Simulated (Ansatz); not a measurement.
Relaxation of C$_{2}$H$_{11}$NOSi$_{2}$ (17 atoms, charge 0, multiplicity 1), to a largest force component of 0.015 eV/Å in at most 40 steps.

The calculation used Ansatz, RKS PBE-D4/STO-3G.

```xyz
17
Properties=species:S:1:pos:R:3
C -1.571 -1.017 -0.521
Si -0.082 0.046 -0.334
N 0.141 0.996 -1.758
Si 1.779 -1.433 0.067
C -0.173 1.122 1.203
O -1.225 2.116 1.245
H -2.467 -0.329 -0.679
H -1.506 -1.625 -1.402
H -1.803 -1.568 0.397
H 0.967 1.627 -1.611
H 0.358 0.413 -2.535
H 1.445 -2.228 1.314
H 2.903 -0.628 0.240
H 1.838 -2.334 -1.084
H 0.771 1.653 1.338
H -0.298 0.520 2.115
H -1.095 2.668 2.046
```

Where does it end, and by what steps?

The run converged. Limits of this set-up: minimal basis. After 12 steps the energy has fallen by 0.938 eV; O6 moved furthest, 0.36 Å.

| step | energy less start (eV) | largest force component (eV/Å) | accepted |
| --- | --- | --- | --- |
| 0 | 0.0000 | 3.915 | yes |
| 1 | -0.7999 | 1.443 | yes |
| 2 | -0.9065 | 0.437 | yes |
| 3 | -0.9218 | 0.222 | yes |
| 4 | -0.9272 | 0.198 | yes |
| 5 | -0.9332 | 0.112 | yes |
| 6 | -0.9351 | 0.072 | yes |
| 7 | -0.9365 | 0.053 | yes |
| 8 | -0.9372 | 0.040 | yes |
| 9 | -0.9376 | 0.045 | yes |
| 10 | -0.9378 | 0.031 | yes |
| 11 | -0.9379 | 0.018 | yes |
| 12 | -0.9379 | 0.015 | yes |

```xyz
17
Properties=species:S:1:pos:R:3
C -1.620 -0.907 -0.502
Si 0.008 0.015 -0.286
N 0.184 1.086 -1.732
Si 1.705 -1.460 0.096
C -0.117 1.180 1.223
O -1.443 1.838 1.198
H -2.456 -0.191 -0.558
H -1.627 -1.512 -1.425
H -1.812 -1.585 0.346
H 1.150 1.534 -1.675
H 0.301 0.447 -2.578
H 1.469 -2.258 1.291
H 2.976 -0.772 0.276
H 1.874 -2.382 -1.018
H 0.722 1.923 1.188
H 0.039 0.591 2.164
H -1.371 2.454 2.033
```

Run time: 51 s on 1 thread of Arm Neoverse V2 (shared host), peak memory 0.16 GiB.
